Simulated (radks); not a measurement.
Task: The mean radii <r> (bohr) of the occupied orbitals of an atom or ion are listed with their occupations. All-electron calculation, Dirac Kohn-Sham, PBEsol, spin-unpolarised, spherical densities, finite nucleus; Fermi nuclear charge, rms radius of each element as measured or else 0.836 A^(1/3) + 0.57 fm. Program: a radial shooting solver on a logarithmic mesh with Libxc functionals.

orbital  occ.      <r>
1s1/2       2  0.02559
2s1/2       2   0.1093
2p1/2       2  0.09195
2p3/2       4  0.09795
3s1/2       2   0.2918
3p1/2       2   0.2817
3p3/2       4   0.2936
3d3/2       4   0.2644
3d5/2       6   0.2682
4s1/2       2   0.6740
4p1/2       2   0.6970
4p3/2       4   0.7243
4d3/2       4   0.7948
4d5/2       6   0.8048
5s1/2       2    1.632
5p1/2       2    1.839
5p3/2       4    1.918

Name the element and its charge. Open shells, if any, fill j = l - 1/2 first.

Result: Z = 56, barium, charge +2: Ba2+ in [Xe]. The 1s radius gives Z: for a bare nucleus <r> = (2 gamma + 1)/(2Z) with gamma = sqrt(1 - (Z/c)^2), 0.02523 bohr for Z = 56, and screening makes it slightly larger (0.02559 here). The occupations add up to 54, and the charge is Z minus that.
